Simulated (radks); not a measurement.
Task: These are the eigenvalues of the occupied orbitals of an atom or ion with whole-number occupations (eV). Method: scalar-relativistic Kohn-Sham, LDA (Slater exchange, Perdew-Wang correlation), spin-polarised, spherical densities, finite nucleus; Fermi nuclear charge, rms radius of each element as measured or else 0.836 A^(1/3) + 0.57 fm; computed with a radial shooting solver on a logarithmic mesh with Libxc functionals.

1s up: -61180.10
1s down: -61180.09
2s up: -10372.79
2s down: -10372.78
2p up: -9148.434
2p down: -9148.428
3s down: -2342.674
3s up: -2342.672
3p down: -1973.447
3p up: -1973.445
3d down: -1522.453
3d up: -1522.453
4s down: -465.6609
4s up: -465.6550
4p down: -344.3627
4p up: -344.3589
4d up: -184.5428
4d down: -184.5426
5s up: -61.9670
5s down: -61.9118
5p up: -34.4849
5p down: -34.3647
4f up: -10.0343
4f down: -10.0037
6s up: -9.8619

Which element is it, and in what charge state? The configuration may be excited. Open shells, if any, are filled with parallel spins first.

Result: Z = 70, ytterbium, charge +1: Yb+ in [Xe] 4f14 6s1. The list shows which subshells hold electrons but not how many an open one holds; the 1s level, -2248.3 hartree, gives Z - s = 67.1 by -(Z - s)^2/2, which with screening and relativity narrows Z to a few neighbours, and the depths of the outer levels then fix element, charge and occupations together.
